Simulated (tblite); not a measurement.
C7H12GeO.
Atom-mapped SMILES: `[CH3:1][CH2:2][GeH2:3][O:4][C:5]1=[CH:6][CH2:7][CH:8]=[CH:9]1` (hydrogens: H10, H11, H12 on C1; H13, H14 on C2; H15, H16 on Ge3; H17 on C6; H18, H19 on C7; H20 on C8; H21 on C9)

Computed with GFN2-xTB (tblite), gas phase: L-BFGS steps from a force-field or distance-geometry start until the largest atomic force falls under 0.01 eV/Å.

Step 38: E = -736.7121 eV
```
atom  x, y, z in Å  |  force x, y, z in eV/Å
C1     -4.1647   -0.0851    0.1275    0.008   0.037   0.019
C2     -2.7905   -0.7122   -0.0712    0.029  -0.045  -0.055
Ge3    -1.2366    0.5184   -0.1189   -0.028  -0.091   0.236
O4      0.1236   -0.6210   -0.1729    0.061  -0.007   0.021
C5      1.4346   -0.3003   -0.0222    0.002   0.021  -0.063
C6      2.2630   -0.7636    0.9287    0.012  -0.032   0.018
C7      3.6101   -0.1413    0.7581   -0.007   0.014   0.013
C8      3.4335    0.6963   -0.4658    0.012   0.013   0.033
C9      2.1722    0.5981   -0.9002    0.008   0.044   0.002
H10    -4.3017    0.7776   -0.5220    0.012  -0.019  -0.017
H11    -4.3061    0.2416    1.1554    0.035   0.017  -0.011
H12    -4.9353   -0.8174   -0.1110   -0.027   0.044   0.056
H13    -2.6158   -1.4756    0.6920    0.021   0.058  -0.079
H14    -2.7813   -1.2175   -1.0394    0.054  -0.097  -0.004
H15    -1.1685    1.3651   -1.3645   -0.020   0.140  -0.077
H16    -0.9995    1.4206    1.0909   -0.051  -0.046  -0.124
H17     2.0137   -1.4641    1.7017    0.019   0.027   0.071
H18     4.4243   -0.8628    0.6578   -0.082  -0.012  -0.020
H19     3.8510    0.4936    1.6169    0.020  -0.052  -0.004
H20     4.2325    1.2907   -0.8726   -0.058  -0.025  -0.055
H21     1.7326    1.0763   -1.7593   -0.020   0.012   0.039
```

Step 39: E = -736.7174 eV
```
atom  x, y, z in Å  |  force x, y, z in eV/Å
C1     -4.1641   -0.0936    0.1275    0.004   0.038   0.029
C2     -2.7878   -0.7091   -0.0841    0.037  -0.061  -0.079
Ge3    -1.2411    0.5309   -0.1145   -0.023  -0.076   0.277
O4      0.1170   -0.6129   -0.1382    0.066   0.043   0.008
C5      1.4304   -0.2944   -0.0045    0.005   0.009  -0.063
C6      2.2657   -0.7631    0.9380    0.017  -0.018   0.005
C7      3.6145   -0.1492    0.7518    0.003   0.012   0.033
C8      3.4303    0.6914   -0.4687    0.010  -0.009   0.030
C9      2.1642    0.5998   -0.8914    0.016   0.025   0.009
H10    -4.3230    0.7499   -0.5423    0.009  -0.024  -0.007
H11    -4.2844    0.2617    1.1493    0.009  -0.013  -0.032
H12    -4.9294   -0.8427   -0.0774   -0.018   0.078   0.077
H13    -2.6073   -1.4905    0.6602    0.024   0.100  -0.069
H14    -2.7784   -1.1938   -1.0627    0.051  -0.105  -0.016
H15    -1.1522    1.3763   -1.3596   -0.019   0.125  -0.092
H16    -1.0311    1.4520    1.0915   -0.046  -0.093  -0.146
H17     2.0186   -1.4585    1.7172    0.029   0.035   0.048
H18     4.4246   -0.8741    0.6421   -0.089  -0.023  -0.032
H19     3.8705    0.4800    1.6094    0.019  -0.025   0.012
H20     4.2304    1.2784   -0.8846   -0.070  -0.025  -0.051
H21     1.7238    1.0787   -1.7502   -0.034   0.005   0.060
```

Step 40: E = -736.7233 eV
```
atom  x, y, z in Å  |  force x, y, z in eV/Å
C1     -4.1625   -0.1021    0.1282    0.024   0.031   0.005
C2     -2.7843   -0.7071   -0.0995    0.025  -0.048  -0.088
Ge3    -1.2466    0.5422   -0.1055   -0.005  -0.023   0.179
O4      0.1110   -0.6029   -0.0997    0.040   0.084  -0.016
C5      1.4265   -0.2878    0.0135    0.018  -0.010  -0.023
C6      2.2682   -0.7628    0.9479    0.021   0.006  -0.007
C7      3.6183   -0.1578    0.7452    0.020   0.010   0.047
C8      3.4265    0.6864   -0.4709    0.000  -0.026   0.015
C9      2.1560    0.6025   -0.8817    0.012  -0.009   0.022
H10    -4.3452    0.7182   -0.5645    0.007  -0.019   0.012
H11    -4.2600    0.2842    1.1414   -0.015  -0.035  -0.038
H12    -4.9219   -0.8666   -0.0395   -0.022   0.092   0.092
H13    -2.5974   -1.5056    0.6238    0.030   0.109  -0.025
H14    -2.7740   -1.1709   -1.0874    0.041  -0.107  -0.048
H15    -1.1352    1.3909   -1.3540   -0.026   0.063  -0.043
H16    -1.0671    1.4842    1.0887   -0.033  -0.117  -0.114
H17     2.0241   -1.4514    1.7353    0.034   0.048   0.009
H18     4.4223   -0.8865    0.6243   -0.075  -0.054  -0.047
H19     3.8922    0.4634    1.6015    0.016   0.014   0.042
H20     4.2263    1.2649   -0.8987   -0.061  -0.016  -0.044
H21     1.7136    1.0817   -1.7394   -0.048   0.006   0.072
```

Step 41: E = -736.7274 eV
```
atom  x, y, z in Å  |  force x, y, z in eV/Å
C1     -4.1605   -0.1053    0.1283    0.053   0.004  -0.019
C2     -2.7821   -0.7069   -0.1089    0.010  -0.010  -0.078
Ge3    -1.2489    0.5454   -0.0979    0.004   0.024   0.016
O4      0.1096   -0.5978   -0.0815    0.001   0.089  -0.031
C5      1.4255   -0.2848    0.0212    0.016  -0.016   0.019
C6      2.2693   -0.7627    0.9524    0.023   0.026  -0.004
C7      3.6193   -0.1615    0.7425    0.034   0.006   0.043
C8      3.4244    0.6847   -0.4712    0.001  -0.032   0.003
C9      2.1523    0.6046   -0.8768   -0.003  -0.034   0.023
H10    -4.3557    0.7023   -0.5738    0.007   0.023  -0.010
H11    -4.2471    0.2950    1.1359   -0.014  -0.030  -0.006
H12    -4.9183   -0.8738   -0.0193   -0.044   0.057   0.087
H13    -2.5919   -1.5103    0.6048    0.035   0.065   0.037
H14    -2.7690   -1.1641   -1.0988    0.021  -0.098  -0.082
H15    -1.1290    1.3996   -1.3511   -0.032   0.003   0.023
H16    -1.0863    1.4968    1.0845   -0.019  -0.097  -0.045
H17     2.0277   -1.4465    1.7455    0.030   0.052  -0.017
H18     4.4177   -0.8939    0.6155   -0.046  -0.074  -0.059
H19     3.9032    0.4541    1.5984    0.016   0.040   0.063
H20     4.2224    1.2584   -0.9076   -0.040  -0.005  -0.032
H21     1.7082    1.0840   -1.7332   -0.054   0.010   0.071
```

Q: Estimate the geometry and energy of step 42. (The exact step hangs on the optimiser's Hessian estimate; all steps are aligned on step 41, rigid shifts and turns removed.)

A: E = -736.7306 eV, largest force 0.142 eV/Å
```
atom  x, y, z in Å  |  force x, y, z in eV/Å
C1     -4.1598   -0.1089    0.1276    0.024  -0.007  -0.039
C2     -2.7802   -0.7044   -0.1205    0.000  -0.018  -0.063
Ge3    -1.2506    0.5507   -0.0911   -0.001   0.041  -0.136
O4      0.1082   -0.5912   -0.0640   -0.019   0.084  -0.034
C5      1.4252   -0.2824    0.0300    0.004  -0.009   0.040
C6      2.2720   -0.7624    0.9574    0.019   0.045   0.007
C7      3.6221   -0.1647    0.7408    0.037   0.003   0.031
C8      3.4233    0.6821   -0.4722    0.002  -0.036  -0.004
C9      2.1489    0.6057   -0.8712   -0.005  -0.046   0.023
H10    -4.3708    0.6881   -0.5831    0.018   0.012   0.012
H11    -4.2358    0.3034    1.1318   -0.001  -0.031  -0.026
H12    -4.9184   -0.8823    0.0027   -0.004   0.066   0.074
H13    -2.5857   -1.5117    0.5866    0.034   0.042   0.061
H14    -2.7612   -1.1569   -1.1132   -0.011  -0.067  -0.066
H15    -1.1233    1.4058   -1.3502   -0.032  -0.037   0.081
H16    -1.1048    1.5072    1.0822   -0.005  -0.066   0.018
H17     2.0337   -1.4425    1.7546    0.023   0.046  -0.024
H18     4.4131   -0.9035    0.6078   -0.020  -0.069  -0.063
H19     3.9149    0.4475    1.5961    0.016   0.039   0.054
H20     4.2188    1.2517   -0.9180   -0.026  -0.001  -0.016
H21     1.7014    1.0860   -1.7252   -0.052   0.008   0.072
```

The energy changes by -0.0032 eV. The first-order estimate −F·Δx gives -0.0045 eV and the mean of the old and new forces, exact on a quadratic surface, -0.0032 eV. The step makes an angle of 78° with the force vector and moves no atom by more than 0.024 Å.

The cost below is that of the whole relaxation. The run took 2.5 s on Arm Neoverse N1, one thread, no GPU, shared host with 64 logical CPUs at a one-minute load of 55.
